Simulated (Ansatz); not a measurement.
Basis-set extrapolation for CH₅FSi₂ (PBE0-D4/def2-TZVP geometry, frozen core, the Gaussian-basis code of Ansatz). Multiplicity 1, RHF reference.

```json
{"": "HF", "def2-TZVPP": "-718.188505", "def2-QZVPP": "-718.213302"}
{"": "MP2 correlation", "def2-TZVPP": "-0.652893", "def2-QZVPP": "-0.705489"}
{"": "CCSD(T) correlation", "def2-TZVPP": "-0.722164", "def2-QZVPP": "not run"}
```

Energies in hartree. Use E(X) = E(∞) + A·exp(−7.88·√X) for Hartree–Fock and E(X) = E(∞) + B·X^(−2.97) for correlation, with X = 3 and 4, and add CCSD(T) minus MP2 of the smaller set to the MP2 limit.

What is the CCSD(T) energy at the basis-set limit?

HF limit: -718.213302 + (-0.024797) × 0.13774 = -718.21672. MP2 limit: -0.705489 + (-0.052596) × 0.74074 = -0.74445. Higher-order term: -0.722164 − (-0.652893) = -0.06927. Total: -719.03044 hartree, 314.5 kJ/mol below CCSD(T)/def2-TZVPP.
